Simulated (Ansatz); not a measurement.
(SrTe)n: PBE0-D4/def2-TZVP single points in Ansatz on relaxed structures, gas phase. Each cluster is the lowest isomer that a short search found in that spin, judged at the geometry's level, and lower ones may exist. Core potentials for Sr, Te, no spin–orbit coupling. Binding counts from free atoms in the multiplicity of their measured ground term, without zero-point energy. The structures are stationary points that may keep the symmetry of their start.

```tsv
species	atoms	state	geometry	HOMO (eV)	LUMO (eV)	gap (eV)	binding per atom (eV)	point group (within 0.1 Å)
Sr3Te3	6	singlet	PBE-D4/def2-SVP	-5.22	-1.88	3.34	2.53	D3h
Sr4Te4	8	singlet	r2SCAN-D4/def2-SVP	-5.23	-1.95	3.28	2.53	–
Sr6Te6	12	singlet	PBE0-D4/def2-SVP	-5.27	-1.96	3.31	2.52	–
```

The gap (eV) runs from 3.28 (Sr4Te4) to 3.34 (Sr3Te3). The binding per atom (eV) runs from 2.52 (Sr6Te6) to 2.53 (Sr3Te3).
